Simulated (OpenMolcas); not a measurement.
A calculation on neutral zirconium.

```
Program             : OpenMolcas
Method              : CASSCF
Basis               : ANO-RCC-VTZP [7s6p4d2f1g]
Scalar Hamiltonian  : DKH2, point nucleus
Active space        : 2 electrons in 5 orbitals (4d)
State averaging     : 2S+1 = 3 even, 10 roots; 2S+1 = 1 even, 15 roots
Spin-orbit coupling : state interaction with AMFI integrals over the reference wave functions, term energies averaged over their components
```

Question: Which level of the active space comes out lowest?

Answer: 4d2 5s2 3F2, with 100 % of that term; it is also the measured ground level.

Question: How high does 4d2 5s2 1S0 lie?

Answer: 3.6496 eV above the lowest level.

Question: How high does 4d2 5s2 1G4 lie?

Answer: 1.5417 eV above the lowest level; measured 0.9990 eV above the ground level, so the calculation is off by +54 %.

Question: How high does 4d2 5s2 3P1 lie?

Answer: 1.1828 eV above the lowest level; measured 0.5426 eV above the ground level, so the calculation is off by +118 %.

Question: The level at 1.0227 eV has J = 2. What is it made of, and what is its g factor?

Answer: 91 % 4d2 5s2 1D2, 9 % 4d2 5s2 3P; g = 1.043, against 1.000 from Landé's formula for the pure leading term.

Measured values: NIST Handbook of Basic Atomic Spectroscopic Data.

Without dynamic correlation excited terms often stand tens of per cent too high (terms of higher spin than the ground term too low), and those without a measured partner can miss by more than the paired ones. With the s shell closed, the reference lacks s² → p², s² → d² and s → d mixing, so excited terms can stand far too high and out of order, with CASPT2 too. Measured partners are found by configuration, term and J. A level has none where our copy of the source lacks it or the pairing is in doubt (some pairs that miss far off the trend of their configuration count as doubtful), and it then counts in no deviation. Only configurations of the active space appear.
